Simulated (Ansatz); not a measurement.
Cu2Br. Charge 0, multiplicity 4. Geometry PBE0-D4/def2-TZVP; atoms count from 1.

Cartesian coordinates in Å:
```
Cu -0.295 0.974 -0.994
Cu 0.874 -1.090 -0.269
Br -0.579 0.116 1.263
```

At PBE0-D4/def2-TZVP a doublet of charge 0 lies 2.74 eV below the quartet, each at its own geometry. The structure comes from a short search, and lower isomers may exist.

Estimate the Mulliken populations from the PBE0/def2-TZVP orbitals of Ansatz.


| atom | charge (e) | spin (α − β) | d electrons |
| --- | --- | --- | --- |
| Cu1 | 0.09 | 1.33 | 9.52 |
| Cu2 | 0.09 | 1.33 | 9.52 |
| Br3 | -0.19 | 0.34 | – |
Mulliken values depend strongly on the basis.

Where does the spin sit?

Summed by element: Cu 2.66, Br 0.34, of 3 unpaired in all. Largest on single atoms: Cu1 1.33, Cu2 1.33, Br3 0.34.

And the Mayer bond orders between heavy atoms (over 0.3)?

Cu1–Cu2 0.55 (2.48 Å); Cu1–Br3 0.60 (2.43 Å); Cu2–Br3 0.60 (2.43 Å).
